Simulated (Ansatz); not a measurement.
Species: H$_{3}$OSi, SMILES `[O-][SiH3]` with one electron removed (charge 0, multiplicity 2), formula H₃OSi.

### Question
How many basis functions does frozen-core CCSD(T)/def2-TZVPD // CAM-B3LYP-D3(BJ)/def2-TZVPD (Ansatz, a program for electronic structure) use, how many core orbitals are frozen, and how many electrons are correlated?

### Answer
110 basis functions and 6 frozen orbitals, which leaves 13 correlated electrons. Core time is of the order of seconds.
